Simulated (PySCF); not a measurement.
Work out the structure from these simulated measurements.

Formula: C6H5Cl2F3.

| Quantity | Value |
| --- | --- |
| 1H NMR | chemical shifts (computed TMS as zero) by class: 3.03 (1 H), 3.03 (1 H), 2.42 (1 H), 2.28 (1 H), 2.20 (1 H) ppm [GIAO PBE0/pcSseg-1] |
| Dipole | 2.83 D [PBE0/pcSseg-1] |
| Rotational structure | rotational constants A, B, C: 1.272, 0.624, 0.494 GHz [GFN2-xTB] |
| NMR, other nuclei | isotropic shieldings of nuclei other than C and H, by class: 259 (3 F), 739 (1 Cl), 741 (1 Cl) ppm [GIAO PBE0/pcSseg-1] |
| 13C NMR | chemical shifts (computed TMS as zero) by class: 148.4 (1 C), 135.9 (1 C), 135.7 (1 C), 57.3 (1 C), 40.1 (1 C), 26.5 (1 C) ppm [GIAO PBE0/pcSseg-1] |

The electronic properties come from PySCF, for the isolated species, density fitting. Levels stand in brackets. One conformer (not necessarily the lowest) at the GFN2-xTB geometry, without solvent, vibrations or thermal averaging. NMR classes are plain means over equivalent atoms (diastereotopic ones count apart unless rotation or inversion swaps them), as if these changed places fast.

Task: What is the compound? Reason from the data.

Result: Numbering: `[F:1][C:2]([F:3])([F:4])[C@H:5]1[CH2:6][CH2:7][C:8]([Cl:9])=[C:10]1[Cl:11]`. Its formula, C6H5Cl2F3, gives 2 degrees of unsaturation: 1 ring and 1 π bond in the structure found. 6 carbons fall into 6 classes; from least to most shielded: vinylic C–Cl carbon [C8] (148.4 ppm), CF3 carbon [C2] (135.9 ppm), vinylic C–Cl carbon [C10] (135.7 ppm), allylic carbon [C5] (57.3 ppm), allylic carbon [C7] (40.1 ppm), ring CH2 carbon [C6] (26.5 ppm). Hydrogen classes from least to most shielded: 1 H on an allylic carbon, C5 (3.03 ppm), 1 H on an allylic carbon, C7 (3.03 ppm), 1 H on an allylic carbon, C7 (2.42 ppm), 1 H on a ring CH2 carbon, C6 (2.28 ppm), 1 H on a ring CH2 carbon, C6 (2.20 ppm). The other shieldings belong to: 259 ppm, fluorine of a CF3 group [F1/F3/F4]; 739 ppm, vinyl chlorine [Cl9]; 741 ppm, vinyl chlorine [Cl11]. The optimised geometry has point group C1 and is an asymmetric top. Structure: `FC(F)(F)[C@H]1CCC(Cl)=C1Cl`. The assignments are read from this structure; whether some other isomer fits the data as well wasn't checked. The mirror image fits equally.
